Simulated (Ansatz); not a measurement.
Two isomers of C2H8GaNSi: A = `C[N]1C[SiH2][GaH]1`, B = `C[Si@H]1N[C@@H]1[GaH2]`.

Isolated molecules relaxed with PBE0-D4/def2-TZVP in Ansatz; ΔE leaves out vibrations. CCSD(T)/CBS adds triple-zeta CCSD(T) − MP2 to the extrapolated MP2 energy (def2 sets, frozen cores). Functionals use def2-TZVPP. B3LYP here is the variant with VWN-RPA as its local correlation; programs differ in this. For Ga outer-core shells are correlated without core-valence functions, which leaves a few kJ/mol of doubt a bond. Scalar relativity is left out up to krypton.

A:

```xyz
13

C     0.9080    1.6266    0.4401
N     0.0185    0.5453    0.1258
C     0.6444   -0.7537   -0.1198
Si   -0.9015   -1.8230   -0.4848
Ga   -1.8089    0.3378   -0.0642
H     1.6265    1.8092   -0.3722
H     0.3451    2.5478    0.6058
H     1.4938    1.4187    1.3472
H     1.2123   -1.1089    0.7531
H     1.3477   -0.7186   -0.9653
H    -1.0985   -2.9395    0.4819
H    -0.9147   -2.4055   -1.8561
H    -2.8727    1.4638    0.1083
```

B:

Z-matrix (Å, degrees):
```
C
Si 1 1.858
H 1 1.093 2 110.9
H 1 1.093 2 110.7 3 119.5
H 1 1.092 2 110.5 3 -120.5
N 2 1.721 1 122.5 3 84.8
C 2 1.852 1 119.8 3 143.9
H 2 1.480 1 113.3 3 -60.6
H 6 1.011 2 122.0 1 -2.5
Ga 7 1.937 2 118.8 1 140.7
H 7 1.094 2 110.3 1 0.0
H 10 1.569 7 120.3 2 61.6
H 10 1.575 7 118.4 2 -112.1
```

(1) Which isomer does CCSD(T)/CBS put lower? Give the gap. (Estimate.)

(2) Give E(B) − E(A) in kcal/mol with r2SCAN-D4, HF/def2-TZVPP, PBE-D4, PBE0-D4, CCSD(T)/def2-TZVPP, B3LYP, ωB97M-V. (Best estimate.)

Largest T1 diagnostic: 0.017.

Results:

(1) The calculation gave: A, by 11.7 kcal/mol.

(2) Computed: r2SCAN-D4 11.2, HF/def2-TZVPP 10.0, PBE-D4 14.0, PBE0-D4 13.2, CCSD(T)/def2-TZVPP 12.8, B3LYP 12.0, ωB97M-V 9.8. None reverses the order clearly.

In def2-TZVPP, CCSD(T) changes the Hartree–Fock value by +2.8 kcal/mol (the triples alone add +0.6 kcal/mol) and MP2 by +1.1 kcal/mol. From PBE to PBE0 (25 % exact exchange), in def2-TZVPP and without D4, E(B) − E(A) moves by −0.8 kcal/mol.
